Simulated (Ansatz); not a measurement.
Ge₁₂N. Charge 0, multiplicity 2. Geometry PBE-D4/def2-SVP, basis def2-TZVP, Ansatz.

```csv
atom,x (Å),y (Å),z (Å)
N1,1.366,-0.102,-0.842
Ge2,0.369,1.641,-1.513
Ge3,0.912,-0.696,-2.630
Ge4,0.608,2.770,0.965
Ge5,0.966,-1.022,0.799
Ge6,-0.228,-3.230,0.167
Ge7,1.949,0.921,2.339
Ge8,-1.267,-1.857,-1.732
Ge9,-0.701,0.619,2.528
Ge10,-3.252,-0.394,-0.911
Ge11,-1.762,-1.322,0.950
Ge12,2.703,1.352,-0.321
Ge13,-1.663,1.321,0.199
```

```csv
run,HOMO (eV),LUMO (eV)
A,-4.67,-4.36
B,-4.73,-4.44
C,-5.45,-3.96
D,-5.04,-4.49
```

Single mean-field runs in def2-TZVP are fitted with def2-universal-jkfit. Another isomer (doublet) lies 0.24 eV lower at PBE0-D4/def2-TZVP; other spin states weren't run for this one.

HOMO and LUMO are taken over both spins.

**Question.** The runs used PBE, PBE0, r2SCAN, revPBE. Estimate which is which.

**Answer.** A revPBE (0 % exact exchange); B PBE (0 % exact exchange); C PBE0 (25 % exact exchange); D r2SCAN (0 % exact exchange). Exact exchange lowers occupied and raises empty levels; among semilocal functionals meta-GGAs tend to open the gap a little, and such runs are hard to tell apart. The gap grows from 0.29 eV (PBE) to 1.48 eV (PBE0).
